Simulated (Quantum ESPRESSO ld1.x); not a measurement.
Results of a calculation; reference values are marked as such.
Fe+, 25 electrons, occupied as [Ar] 3d6 4s1.

Code: ld1.x of Quantum ESPRESSO 7.5. Model: scalar-relativistic Kohn-Sham, LDA (Slater exchange, Perdew-Zunger correlation), spin-polarised, spherical densities, point nucleus; open shells are filled with parallel spins first.

Energy parts (hartree):
total: -1270.0085
kinetic: 1284.6437
electron-nucleus: -3031.9040
Hartree: 530.4717
exchange-correlation: -53.2198

Orbitals (lengths in bohr, moments of r in powers of bohr):
orbital  occ.  eigenvalue (hartree)       <r^4>
1s up       1              -256.925  0.00005465
1s down     1              -256.922  0.00005464
2s up       1              -30.3775     0.01251
2s down     1              -30.3049     0.01243
2p up       3              -25.9640    0.009543
2p down     3              -25.9077    0.009464
3s up       1              -3.80259      0.9452
3s down     1              -3.65277      0.9605
3p up       3              -2.56774       1.334
3p down     3              -2.42098       1.371
3d up       5              -0.64421       6.676
3d down     1              -0.50710       8.765
4s up       1              -0.48796       100.3
4s down     0              -0.41442       128.2
4p up       0              -0.29423       249.7
4p down     0              -0.24034       374.3
5s up       0              -0.12349        3980
5s down     0              -0.11225        5285

The highest occupied level is 4s up at -13.278 eV. Summed over all electrons, <r^2> = 25.00 bohr^2, which gives a Langevin (diamagnetic) susceptibility term of -19.8 x 10^-6 cm^3/mol.
